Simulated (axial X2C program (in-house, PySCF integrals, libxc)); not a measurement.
## Bond lengths and stretching modes, held linear, of GeOGe

Computed with an axial X2C code built on PySCF integrals: two-component X2C with atomic mean-field Coulomb and Gaunt terms, Gaussian nuclei, basis Ge dyall-v3z, O dyall-av3z with contracted cores. Spin-free rows use the one-electron spin-free X2C Hamiltonian.

Masses Ge 73.921, O 15.995, Ge 73.921 u. States: 2c Ω = 1 (beyond evenly filled blocks: ω = -1/2, ω = 3/2); spin-free M_S = 1, Λ = 0 (beyond evenly filled blocks: π+α, π-α).

PBE0, spin-free: energies above the lowest point

```tsv
r(Ge–O) (Å)	r(O–Ge) (Å)	E (meV)
1.7160	1.7160	52.65
1.7160	1.7600	18.61
1.7160	1.8040	22.61
1.7600	1.7160	18.61
1.7600	1.7600	0.00
1.7600	1.8040	19.02
1.7600	1.8480	65.62
1.8040	1.7160	22.61
1.8040	1.7600	19.02
1.8040	1.8040	52.69
1.8480	1.7600	65.62
1.8480	1.8480	188.33
```

**Question.** Fit a quadratic surface with cubic terms in each bond: where is the minimum, and what are the two stretching wavenumbers?

**Answer.** At PBE0, spin-free: bonds 1.759 and 1.759 Å; harmonic stretches 315.4 and 670.3 cm⁻¹; force constants 3.12, 3.12 and coupling 1.21 mdyn/Å.

The other levels and Hamiltonians give:

```csv
Hamiltonian,level,r(Ge–O) (Å),r(O–Ge) (Å),lower stretch (cm⁻¹),upper stretch (cm⁻¹)
2c,PBE0,1.759,1.759,315.2,670.1
2c,TPSSh,1.769,1.769,309.6,680.3
spin-free,TPSSh,1.769,1.769,309.7,680.4
```

Each state is one determinant, the lowest of a limited PBE0 search; the stretches come from a fit to these few points and carry an uncertainty of a few per cent. Other orders of the atoms were not compared. Left out for rough or failed fits: HF 2c, MP2 2c, HF spin-free, MP2 spin-free. The molecule was held linear; bending was not examined, so a bent shape may lie lower. Open-shell Ω = 0 determinants with evenly filled partner blocks cannot be reached by this program, so the Ω shown need not be the lowest component. Note: several unpaired electrons, one determinant need not be a pure state.
